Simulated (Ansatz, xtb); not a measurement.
## F2GeH3In: which of two structures lies lower

We compare a, `[F][In]([F])[GeH3]`, a singlet, with b, a singlet given by its coordinates. Both are isolated molecules in the gas phase, relaxed with r2SCAN-D4/def2-SVP.

a (Å):

```
atom    x (Å)    y (Å)    z (Å)
   F  -4.4300  -1.6981   2.2174
   F  -3.3235  -3.9585   0.3267
  Ge  -1.7548  -0.3006  -0.4975
  In  -3.2159  -2.0402   0.7165
   H  -2.5805   0.9702  -0.7166
   H  -1.2922  -0.8802  -1.8365
   H  -0.5459   0.0080   0.3921
```

b (Å):

```xyz
7

F    -3.5436   -0.8552    1.0177
F    -2.8020   -3.3764    0.6457
Ge   -3.9085   -2.2962   -0.2046
In   -1.7033   -0.2000   -0.0156
H    -2.1801    1.3183   -0.6318
H    -2.5475   -1.5236   -1.1379
H    -0.4384   -0.9426    0.8439
```

Close contacts (Å): F1–Ge3 1.92, F1–In4 2.21, F2–Ge3 1.76, Ge3–In4 3.05, Ge3–H6 1.82, In4–H5 1.71, In4–H6 1.93, In4–H7 1.70.

Estimate which is lower in electronic energy at CCSD(T)/def2-SVP + ΔMP2/def2-TZVPP, and by roughly how much.

The CCSD(T)/def2-SVP + ΔMP2/def2-TZVPP calculation puts structure a lower, by 27.3 kJ/mol.

Level by level:

```tsv
level	geometry	E(b) − E(a) (kJ/mol)	departure from the last row (kJ/mol)	job, with rough time for the two
r2SCAN-D4/def2-SVP	r2SCAN-D4/def2-SVP	+9.4	−17.9	optimisation, 93 s
HF/def2-SVP	r2SCAN-D4/def2-SVP	+33.5	+6.2	part of the CCSD(T) run
MP2/def2-SVP	r2SCAN-D4/def2-SVP	+42.7	+15.3	part of the CCSD(T) run
CCSD(T)/def2-SVP	r2SCAN-D4/def2-SVP	+27.8	+0.4	single point
CCSD(T)/def2-SVP + ΔMP2/def2-TZVPP	r2SCAN-D4/def2-SVP	+27.3		single point, 60 s
```

The levels shown agree on the order. The largest departure from CCSD(T)/def2-SVP + ΔMP2/def2-TZVPP is that of r2SCAN-D4/def2-SVP, 17.9 kJ/mol. Levels run at GFN2-xTB geometries aren't shown. The last row adds to CCSD(T) the change of the MP2 difference between the two basis sets, here −0.4 kJ/mol.

With harmonic frequencies from r2SCAN-D4/def2-SVP (ideal gas, rigid rotor, one conformer each, 298.15 K, 1 atm): on the last row, ΔE + ΔZPE = +20.8 kJ/mol. A mode under 50 cm⁻¹ makes harmonic enthalpies and free energies unreliable, so none is given.

The correlated steps freeze 15 core orbitals; the filled d shell of Ge and In is correlated, in a basis made for valence electrons. Atoms past krypton carry core potentials in the def2 sets and no spin–orbit term is included. Codes used: Ansatz 0.2.0; the last row on 1 thread of Intel(R) Xeon(R) Platinum 8259CL CPU @ 2.50GHz (Skylake/Cascade Lake) on a shared host.
